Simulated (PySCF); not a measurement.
Coordinates in bohr (charge 0 multiplicity 2):
```
In    0.0000    0.0000   -1.3634
Br    4.2450    0.0000    0.9768
Br   -4.2450    0.0000    0.9768
```

Method: PySCF, UPBE, basis In def2-SVP with ECP28, Br def2-SVP (scalar-relativistic core potentials, no spin–orbit coupling, density fitting).

This geometry of InBr2 is a stationary point at this level.

Task: What is the point group?

Result: C2v.

Task: Is it a minimum?

Result: Yes: all harmonic wavenumbers are real, though the softest, 52 cm⁻¹, leaves little margin.

Task: List the harmonic modes with their infrared intensities.

Result: 
| symmetry | ω (cm⁻¹) | IR (km/mol) |
| --- | --- | --- |
| a1 | 52 | 1.4 |
| a1 | 191 | 6.6 |
| b2 | 236 | 36.4 |

Task: Give the ideal-gas entropy at 298.15 K and 1 bar by parts.

Result: translation 178.8, rotation 118.0, vibration 36.8, spin 5.8; total 339.4 J/(mol K).

Task: What is the atomisation energy, with and without zero-point energy?

Result: 571 kJ/mol without, 569 kJ/mol with.

In C2v the vibrations span 2a1 + b2. Here b1 is antisymmetric to the molecular plane and b2 lies in it.

This need not be the most stable arrangement of these atoms. No spin–orbit coupling is included, which matters more the heavier the element.
